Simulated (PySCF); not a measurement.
From one molecule to another.

First species: C₃H₁₂Si₂.
InChI=1S/C3H12Si2/c1-3(5)2-4/h3H,2H2,1,4-5H3/t3-/m0/s1

Second species: Tetrahydropyran-4-one, C5H8O2.
SMILES with atom numbers: `[O:1]=[C:2]1[CH2:3][CH2:4][O:5][CH2:6][CH2:7]1` (hydrogens: H8, H9 on C3; H10, H11 on C4; H12, H13 on C6; H14, H15 on C7)

Structure used (PBE0-D3(BJ)/def2-SVP), in Å, numbered top down from 1:
```
atom  x, y, z in Å
O1     1.1571   -1.9974    0.9845
C2     0.7227   -1.1212    0.2780
C3     1.4375    0.1911    0.0451
C4     0.4678    1.3641    0.2136
O5    -0.6731    1.2072   -0.5828
C6    -1.4131    0.0713   -0.2323
C7    -0.6055   -1.2128   -0.4397
H8     1.8126    0.1932   -0.9930
H9     2.2960    0.2636    0.7277
H10    0.9439    2.3089   -0.0853
H11    0.1824    1.4569    1.2818
H12   -1.7390    0.1356    0.8264
H13   -2.3173    0.0680   -0.8577
H14   -1.1473   -2.1027   -0.0895
H15   -0.4007   -1.3276   -1.5182
```

Levels: CAM-B3LYP/def2-SVPD for HOMO energy, LUMO energy, HOMO–LUMO gap and static isotropic polarisability; TDDFT CAM-B3LYP/def2-SVPD for lowest singlet excitation. Geometries: PBE0-D3(BJ)/def2-SVP. Each structure is a single optimised conformer of the isolated species, non-relativistic unless stated. Electronic properties by PySCF.

Dipoles, sizes and rotational constants follow the conformer. The torsions of the flexible species, by atom-mapped SMILES:
- `[CH3:1][C@H:2]([SiH3:3])[CH2:4][SiH3:5]`: C1–C2–C4–Si5 -61°

The conformers of `O=C1CCOCC1` aren't listed.

Which has the higher S1 energy?

The first: 7.19 eV against 4.34 eV, a difference of 2.85 eV.

Which of the two has the higher LUMO energy, and by how much?

The first: 0.99 eV against 0.36 eV, a difference of 0.63 eV.

Which of the two has the higher HOMO energy, and by how much?

The second: -8.77 eV against -9.10 eV, a difference of 0.33 eV.

Which has the higher HOMO–LUMO gap?

The first: 10.09 eV against 9.13 eV, a difference of 0.96 eV.

Which of the two has the higher static isotropic polarisability, and by how much?

The first: 94.4 au against 63.8 au, a difference of 30.6 au.

On the first: No computed singlet falls in the visible range (750 to 380 nm, 1.65 to 3.26 eV); S1 lies 3.93 eV above its blue end. The principal polarisabilities are 81.8, 89.6 and 111.7 au; their mean is the isotropic value.

On the second: S1 lies 4.79 eV below the HOMO–LUMO gap; its leading configuration is HOMO→LUMO, weight 0.88. The 10 singlets span 4.34 to 8.41 eV, and their oscillator strengths add up to 0.21.
